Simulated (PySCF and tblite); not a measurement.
Results of a calculation; reference values are marked as such.
3 E/Z isomers of C₆H₆O₂, numbered alike:

```csv
isomer,SMILES,descriptors
A,[O:1]=[CH:2]/[CH:3]=[CH:4]/[CH:5]=[CH:6]/[CH:7]=[O:8],"3=4 E, 5=6 E"
B,[O:1]=[CH:2]/[CH:3]=[CH:4]\[CH:5]=[CH:6]\[CH:7]=[O:8],"3=4 Z, 5=6 E"
C,[O:1]=[CH:2]/[CH:3]=[CH:4]\[CH:5]=[CH:6]/[CH:7]=[O:8],"3=4 Z, 5=6 Z"
```

Each isomer is a Boltzmann average at 298.15 K over at most 5 conformers: GFN2-xTB geometries, energies B3LYP/pcSseg-1 (IEF-PCM, tetrahydrofuran) (D3(BJ) added where defined), GFN2-xTB thermal terms. Programs: PySCF with density fitting and tblite.

Equilibrium rotational constants and dipole components of each isomer's leading conformer, in random order:

| set | A (MHz) | B (MHz) | C (MHz) | abs μa | abs μb | abs μc (D) |
| --- | --- | --- | --- | --- | --- | --- |
| P | 23226 | 561 | 548 | 0.00 | 0.01 | 0.00 |
| Q | 12532 | 674 | 640 | 0.00 | 0.00 | 0.00 |
| R | 9420 | 659 | 616 | 0.23 | 1.10 | 0.00 |

Question: Match sets and isomers.

Answer: P is A (C2h), Q is C (C2h), R is B (Cs).

The whole study took 15 min on 1 thread of Arm Neoverse N1 (shared host) (rough), peak memory 0.99 GiB, launched as `OMP_NUM_THREADS=1 python ens_run.py task.json out`.
